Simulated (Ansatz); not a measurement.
Molecule: InF2, charge 0, multiplicity 2. It need not be the lowest isomer of its formula. 
Geometry from a B3LYP-D3(BJ)/def2-TZVP (Ansatz, a quantum-chemistry and plane-wave program) optimisation:
```
In
F 1 1.9759
F 1 1.9759 2 117.83
```
Charge 0, spin multiplicity 2.

Basis-set convergence of Hartree-Fock and MP2 correlation energies (hartree) with Ansatz. Valence correlation only, unless marked. Open shells are spin-unrestricted. Spin-orbit coupling is left out. The frozen core is the preceding noble-gas configuration, with the filled d and f shells of earlier blocks. Past Kr the def2 sets carry scalar-relativistic core potentials.

```tsv
basis	functions	E(HF)	E(corr, MP2)
def2-SVPD	78	-387.98035	-0.45007
def2-TZVPPD	136	…	…
```

**Question.** Fill in the missing entries.

**Answer.** 
- def2-TZVPPD, E(HF): -388.22498
- def2-TZVPPD, E(corr, MP2): -0.57120
